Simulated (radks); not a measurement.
Values are calculated unless marked as measured or tabulated.
The iron anion Fe- inside a hard spherical wall (all orbitals vanish at R), configuration held at [Ar] 3d7 4s2 and not refilled when levels cross. Code: a radial shooting solver on a logarithmic mesh with Libxc functionals. Model: non-relativistic Kohn-Sham, LDA (Slater exchange, VWN5 correlation), spin-polarised, spherical densities, point nucleus; open shells are filled with parallel spins first. Eigenvalues in eV for spin up, with the zero of energy where the potential of the charges vanishes at infinity; a dash marks a level that is unbound or too diffuse for the functional's potential to be trusted. A positive occupied level is held by the wall or, in an anion where self-interaction has pushed it up, behind a barrier. The pressure on the wall is -dE/dV.

R (bohr)  E (hartree)  kinetic (hartree)    e(3s)    e(3p)   e(3d)   e(4s)  e(4p, empty)  e(5s, empty)  pressure (GPa)
10        -1261.25395           1259.741  -81.900  -50.052   0.960   0.986         3.782         5.721          0.0983
8         -1261.23665           1259.807  -81.061  -49.213   1.771   1.659         4.933         9.095           0.584
6         -1261.15937           1260.075  -78.923  -47.080   3.802   3.606         7.847        17.924            5.20
4         -1260.64197           1261.680  -71.694  -39.940  10.583  12.022        18.927        50.908            95.9
3.5       -1260.17997           1263.043  -67.452  -35.785  14.655  18.217        26.566        72.610             243
3         -1259.23576           1265.792  -60.870  -29.353  21.233  29.720        40.226        109.69             708
2.5       -1257.06017           1272.160  -49.931  -18.558  32.924  53.645        67.312        178.83            2510
2         -1251.06901           1289.737  -28.987    2.822  57.105  111.38        128.86        324.74           11800
1.5       -1229.97698           1347.366   23.423   58.007  117.99  279.28        296.76        694.35           82600
